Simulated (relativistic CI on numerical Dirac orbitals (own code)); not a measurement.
Slater and spin-orbit integrals, Rb³⁵⁺

Method of calculation: Dirac-Coulomb-Breit CI, orbitals from a KLI potential per configuration, QED by a radiative potential, unscaled Slater integrals (own radial code, finite nucleus).

Slater integrals F^k, G^k are unscaled and averaged over j, outside the closed core (none); ζ comes from projecting the Hamiltonian with its Breit term on Σ l·s of the shell.

- 1s2s: G^0(1s,2s) = 184830 cm⁻¹; <r>(1s) = 0.03963, <r^2>(1s) = 0.002109, <r>(2s) = 0.1606, <r^2>(2s) = 0.03021 (bohr units).
- 1s2p: G^1(1s,2p) = 392810, ζ(2p) = 433530 cm⁻¹; <r>(1s) = 0.03963, <r^2>(1s) = 0.002109, <r>(2p) = 0.1362, <r^2>(2p) = 0.02233 (bohr units).
- 1s3s: G^0(1s,3s) = 48483 cm⁻¹; <r>(1s) = 0.03958, <r^2>(1s) = 0.002104, <r>(3s) = 0.3649, <r^2>(3s) = 0.1516 (bohr units).

Averages of the first 10 configurations, taken without configuration mixing, which lowers the lowest level and can move excited configurations by several eV; other configurations of the list can lie among them:

| Configuration | Parity | States | Average energy above the lowest level (eV) |
| --- | --- | --- | --- |
| 1s² | even | 1 | 0.0 |
| 1s2s | even | 4 | 13745.1 |
| 1s2p | odd | 12 | 13836.1 |
| 1s3s | even | 4 | 16295.1 |
| 1s3p | odd | 12 | 16321.4 |
| 1s3d | even | 20 | 16337.8 |
| 1s4s | even | 4 | 17179.9 |
| 1s4p | odd | 12 | 17190.9 |
| 1s4d | even | 20 | 17197.8 |
| 1s4f | odd | 28 | 17200.1 |
